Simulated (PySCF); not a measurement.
Structure with atom numbers: `[CH3:1][CH2:2][SiH2:3][B:4]([F:5])[F:6]`; H(Xn) means a hydrogen on atom n.

Geometry: PBE0-D3(BJ)/def2-SVP; GIAO shifts from PySCF, gas phase, non-relativistic, averaged over equivalent atoms.

At KT2/pcSseg-1 (144 basis functions, 18 s wall time on 1 thread of an Arm Neoverse V1, shared host):
```csv
atoms,δ (ppm)
C1,13.9
C2,4.5
Si3,-77.9
B4,27.4
F5/F6,-38.3
H(Si3),3.69
H(C1),1.16
H(C2),0.79
```

δ = σ(ref) − σ, references computed at the same level: 13C (σref 183.22) and 29Si (σref 361.05) and 1H (σref 31.18) vs TMS; 11B (σref 99.90) against BF3·OEt2; CFCl3 for 19F (σref 138.57).

**Question.** Predict the values at BP86/pcSseg-1 on the same geometry.

**Answer.** 
```
 atoms  δ at BP86/pcSseg-1  change
    C1                13.5    -0.4
    C2                 4.2    -0.3
   Si3               -77.3    +0.6
    B4                29.9    +2.5
 F5/F6               -27.9   +10.4
H(Si3)                3.71   +0.02
 H(C1)                1.15   -0.01
 H(C2)                0.76   -0.03
```

Referencing at the same level of theory: TMS for 13C (σ = 179.74 ppm), 29Si (σ = 333.91 ppm), 1H (σ = 31.27 ppm); BF3·OEt2 for 11B (σ = 95.26 ppm); 19F (σ = 144.75 ppm) against CFCl3.

The largest change is at F5/F6 (fluorine bonded to B). Cost: 144 basis functions, 18 s wall time on 1 thread of an Arm Neoverse V1, shared host.

Unscaled 19F shifts against computed CFCl3 carry errors that often reach 10 to 50 ppm.
